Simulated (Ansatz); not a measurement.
Calculated with Ansatz (gas phase, PBE0-D4/def2-TZVP geometries, no zero-point term in ΔE). CCSD(T)/CBS is the MP2 limit (def2-TZVPP, def2-QZVPP) plus CCSD(T) − MP2 in def2-TZVPP, frozen cores. DFT in def2-TZVPP. HSE06 is defined as in plane-wave codes. For Ge, Mg outer-core shells are correlated without core-valence functions, which leaves a few kJ/mol of doubt a bond. Scalar relativity is left out up to krypton. One conformer a species, not always the lowest.

Consider the redistribution: `[SiH3][GeH]([SiH3])[Cl]` + `[OH][Mg][Cl]` → `[OH][GeH]([SiH3])[SiH3]` + `[Cl][Mg][Cl]`.

```json
{"level": "LDA (SPW92)", "ΔE (kJ/mol)": "-17.0"}
{"level": "PBE-D4", "ΔE (kJ/mol)": "-18.0"}
{"level": "HSE06-D4", "ΔE (kJ/mol)": "-19.3"}
{"level": "CAM-B3LYP-D4", "ΔE (kJ/mol)": "-17.4"}
{"level": "B2PLYP", "ΔE (kJ/mol)": "-18.4"}
{"level": "RPA@PBE/def2-TZVPP", "ΔE (kJ/mol)": "-21.3"}
{"level": "MP2/def2-QZVPP", "ΔE (kJ/mol)": "-11.7"}
{"level": "CCSD/CBS(def2)", "ΔE (kJ/mol)": "-15.7"}
```

Q: What does CCSD(T)/CBS give? (Best estimate.)

A: Computed: -15.6 kJ/mol. The listed levels differ from it by -1.4, -2.4, -3.7, -1.8, -2.8, -5.7, 3.9, -0.1 kJ/mol.

Largest T1 diagnostic among the species: 0.013.

At CCSD(T), def2-SVP lies −5.7 kJ/mol from the extrapolated value and def2-TZVPP −4.4 kJ/mol. Leaving LDA and LC-ωPBE aside and taking each functional with its dispersion term where it has one, the values, not all of them listed here, spread over 11.6 kJ/mol, from B97M-V to BLYP-D4.

CCSD(T)/CBS has its own doubt, a few kJ/mol and more with outer-core shells, so smaller differences from it don't rank the levels.
